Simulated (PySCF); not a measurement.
# Scalar relativity in K⁺ (potassium, charge +1)

[Ar], closed-shell 1S; UHF calculated with PySCF 2.14 in dyall-av3z, once non-relativistic with a point nucleus and once with spin-free X2C-1e and a Gaussian nucleus.

```csv
shell,ε non-rel. (eV),ε X2C (eV),"rms r non-rel. (bohr, spins averaged)","rms r X2C (bohr, spins averaged)",change of radius (%)
1s,-3639.6,-3656.0,0.09441,0.09371,-0.74
2s,-400.23,-403.28,0.4202,0.4178,-0.59
2p,-319.41,-319.57,0.3883,0.3875,-0.21
3s,-53.438,-53.792,1.372,1.366,-0.44
3p,-31.852,-31.839,1.555,1.553,-0.07
```

The total energy goes from -599.0175 to -601.3165 hartree.

Relativity contracts and stabilises s shells directly. The contracted s shells screen the nucleus better, so for spin-averaged p shells the direct and indirect effects partly cancel.
